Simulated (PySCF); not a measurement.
A structure optimised at B3LYP-D3(BJ)/def2-SVP, used in a PySCF frequency run:

```
S
H 1 1.3604
C 1 1.8232 2 99.30
H 3 1.0974 1 110.65 2 -52.55
H 3 1.0988 4 111.53 1 118.06
H 3 1.0989 4 111.66 5 123.20
C 1 1.8232 2 99.30 3 -105.93
H 7 1.0974 1 110.65 2 52.55
H 7 1.0988 8 111.53 1 -118.06
H 7 1.0989 8 111.66 9 -123.20
```
Charge +1, spin multiplicity 1.

Task: Write its SMILES, formula and point group.

Result: C[SH+]C, C₂H₇S, Cs

Task: What are its rotational constants (standard atomic weights)?

Result: 17.337, 6.8890, 5.4566 GHz
